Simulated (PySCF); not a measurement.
Isomers of C6H9NSi, mass 123.050 u with the commonest isotopes. Method: PBE0-D3(BJ)/def2-SVP geometry optimisation, gas phase in PySCF. One conformer each, none proved a minimum here; rigid rotors.

**Question.** Order these by rotational constant C, largest first.
A. `[CH:1]#[C:2][SiH2:3]/[N:4]=[CH:5]\[CH:6]=[CH:7]/[CH3:8]` with C2–Si3–N4–C5 -121°, N4–C5–C6–C7 180°
B. `[CH2:1]=[CH:2][c:3]1[cH:4][cH:5][cH:6][n:7]1[SiH3:8]` with C1–C2–C3–C4 7°
C. `[SiH3:1][CH2:2][c:3]1[cH:4][cH:5][cH:6][cH:7][n:8]1` with Si1–C2–C3–C4 89°

**Answer.** B (964.7 MHz), C (929.2 MHz), A (602.3 MHz).

**Question.** Order these by dipole moment, largest first.
A. `[CH:1]#[C:2][SiH2:3]/[N:4]=[CH:5]\[CH:6]=[CH:7]/[CH3:8]` with C2–Si3–N4–C5 -121°, N4–C5–C6–C7 180°
B. `[SiH3:1][CH2:2][c:3]1[cH:4][cH:5][cH:6][cH:7][n:8]1` with Si1–C2–C3–C4 89°
C. `[CH2:1]=[CH:2][c:3]1[cH:4][cH:5][cH:6][n:7]1[SiH3:8]` with C1–C2–C3–C4 7°

**Answer.** A (3.04 D), B (1.87 D), C (1.37 D).

**Question.** Order these by rotational constant A, smallest first.
A. `[CH2:1]=[CH:2][c:3]1[cH:4][cH:5][cH:6][n:7]1[SiH3:8]` with C1–C2–C3–C4 7°
B. `[CH:1]#[C:2][SiH2:3]/[N:4]=[CH:5]\[CH:6]=[CH:7]/[CH3:8]` with C2–Si3–N4–C5 -121°, N4–C5–C6–C7 180°
C. `[SiH3:1][CH2:2][c:3]1[cH:4][cH:5][cH:6][cH:7][n:8]1` with Si1–C2–C3–C4 89°

**Answer.** A (2192 MHz), C (4025 MHz), B (4964 MHz).

| SMILES | point group | Ia (u·Å²) | Ib (u·Å²) | Ic (u·Å²) | κ | μa (D) | μb (D) | μc (D) |
| --- | --- | --- | --- | --- | --- | --- | --- | --- |
| [SiH3]Cc1ccccn1 | C1 | 125.56 | 489.74 | 543.91 | -0.93 | 0.98 | 1.58 | 0.15 |
| C#C[SiH2]/N=C\C=C/C | C1 | 101.81 | 819.24 | 839.03 | -0.99 | 2.77 | 0.68 | 1.06 |
| C=Cc1cccn1[SiH3] | near Cs | 230.50 | 299.64 | 523.87 | 0.18 | 1.13 | 0.78 | 0.00 |
